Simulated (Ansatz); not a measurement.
Calculated with Ansatz (gas phase, PBE0-D4/def2-TZVP geometries, no zero-point term in ΔE). CCSD(T)/CBS adds triple-zeta CCSD(T) − MP2 to the extrapolated MP2 energy (def2 sets, frozen cores). This one scheme is used for every species. DFT in def2-TZVPP. HSE06 is defined as in plane-wave codes. def2 core potentials past Kr. For Br, Sn outer-core shells are correlated without core-valence functions, which leaves a few kJ/mol of doubt a bond. Scalar relativity is left out up to krypton.

Consider the ligand exchange at the Sn–C bond: `C#[C][SnH2][F]` + HBr → `[F][SnH2][Br]` + acetylene.

Task: Is it downhill or uphill in electronic energy at CCSD(T)/CBS, and by how much? (An estimate is asked.)

Result: Computed: Downhill: ΔE = -21.4 kcal/mol.

Task: What do these levels give: BLYP-D4, r2SCAN-D4, B97M-V, r2SCANh-D4, HSE06-D4, ωB97M-V, r2SCAN, r2SCAN0, HSE06, MP2/def2-TZVPP, SCS-MP2/def2-TZVPP, CCSD/CBS(def2)? (Estimate.)

Result: The calculation gave: BLYP-D4 -21.9, r2SCAN-D4 -22.4, B97M-V -21.6, r2SCANh-D4 -22.4, HSE06-D4 -22.1, ωB97M-V -21.5, r2SCAN -22.4, r2SCAN0 -22.6, HSE06 -22.2, MP2/def2-TZVPP -18.8, SCS-MP2/def2-TZVPP -18.6, CCSD/CBS(def2) -22.0 kcal/mol.

Task: What do rigid-rotor, harmonic-oscillator terms from PBE0-D4/def2-TZVP frequencies (298.15 K, 1 bar) make of the CCSD(T)/CBS value? (Estimate.)

Result: Ansatz gave: ΔZPE = +2.0 kcal/mol, ΔH = -19.8 kcal/mol, ΔS = -6 J/(mol·K), ΔG = -19.3 kcal/mol.

Largest T1 diagnostic among the species: 0.014.

In def2-TZVPP, CCSD(T) changes the Hartree–Fock value by +5.1 kcal/mol (the triples alone add +0.5 kcal/mol) and MP2 by +4.7 kcal/mol. At CCSD(T), def2-SVP lies +1.6 kcal/mol from the extrapolated value and def2-TZVPP +3.1 kcal/mol.
